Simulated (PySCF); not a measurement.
Match the calculated data to a structure.

All candidates are C5H10O2S.

- 13C NMR: chemical shifts (computed TMS as zero) by class: 86.1 (1 C), 66.2 (1 C), 25.3 (1 C), 23.8 (2 C) ppm [GIAO PBE0/pcSseg-1]
- NMR, other nuclei: isotropic shieldings of nuclei other than C and H, by class: 112 (2 O), 182 (1 S) ppm [GIAO PBE0/pcSseg-1]
- Rotational structure: rotational constants A, B, C: 2.388, 1.660, 1.652 GHz [GFN2-xTB]
- 1H NMR: chemical shifts (computed TMS as zero) by class: 3.72 (2 H), 1.67 (2 H), 1.53 (6 H) ppm [GIAO PBE0/pcSseg-1]
- Dipole: 4.94 D [PBE0/pcSseg-1]

Electronic properties: PySCF, gas phase, density fitting. Levels stand in brackets. Geometry: GFN2-xTB, one conformer, isolated molecule. NMR values are class means; diastereotopic atoms form classes of their own.

Question: Which candidate is it?
A. `CCC(=O)OCSC`
B. `CC/C=C/S(C)(=O)=O`
C. `CC1(C)CCS1(=O)=O`
D. `O=S1(=O)CCCCC1`

Answer: C. It is `CC1(C)CCS1(=O)=O`. Numbering: `[CH3:1][C:2]1([CH3:3])[CH2:4][CH2:5][S:6]1(=[O:7])=[O:8]`. 5 carbons fall into 4 classes; from least to most shielded: ring sp3 carbon bound to sulfur [C2] (86.1 ppm), ring sp3 carbon bound to sulfur [C5] (66.2 ppm), four-membered-ring carbon [C4] (25.3 ppm), methyl carbon [C1/C3] (23.8 ppm, 2 C). Hydrogen classes from least to most shielded: 2 H on an sp3 carbon bound to sulfur, C5 (3.72 ppm), 2 H on a four-membered-ring carbon, C4 (1.67 ppm), 6 H on 2 methyl carbons, C1/C3 (1.53 ppm, a mean of values up to 1.0 ppm apart in this geometry). The other shieldings belong to: 112 ppm, sulfonyl oxygen [O7/O8]; 182 ppm, sulfonyl sulfur [S6]. The optimised geometry has point group C1 and is an asymmetric top.

The others, at the same levels:
- `CC/C=C/S(C)(=O)=O` fails: it has 5 carbon classes against 4; its computed 13C shifts are 156.8 (1 C), 139.1 (1 C), 49.2 (1 C), 30.1 (1 C), 15.8 (1 C) ppm, 1H shifts are 6.99 (1 H), 6.21 (1 H), 2.54 (3 H), 2.32 (2 H), 1.16 (3 H) ppm and rotational constant A is 3.725 GHz (against 2.388 GHz).
- `CCC(=O)OCSC` fails: it has 5 carbon classes against 4; its computed 13C shifts are 178.9 (1 C), 69.6 (1 C), 33.8 (1 C), 18.6 (1 C), 14.7 (1 C) ppm, 1H shifts are 5.33 (2 H), 2.31 (2 H), 2.29 (3 H), 1.31 (3 H) ppm and rotational constant A is 3.676 GHz (against 2.388 GHz).
- `O=S1(=O)CCCCC1` fails: it has 3 carbon classes against 4; its computed 13C shifts are 61.4 (2 C), 30.0 (1 C), 27.1 (2 C) ppm, 1H shifts are 2.76 (4 H), 2.02 (4 H), 1.42 (2 H) ppm and rotational constant A is 2.915 GHz (against 2.388 GHz).

Each candidate is one conformer, not necessarily the lowest. Dipoles, sizes and rotational constants follow the conformer. The torsions of the flexible species, by atom-mapped SMILES:
- `[CH3:1][CH2:2]/[CH:3]=[CH:4]/[S:5]([CH3:6])(=[O:7])=[O:8]`: C1–C2–C3–C4 123°, C3–C4–S5–C6 111°
- `[CH3:1][CH2:2][C:3](=[O:4])[O:5][CH2:6][S:7][CH3:8]`: C1–C2–C3–O4 88°, C2–C3–O5–C6 -179°, C3–O5–C6–S7 102°, O5–C6–S7–C8 65°

The conformers of `O=S1(=O)CCCCC1` aren't listed.
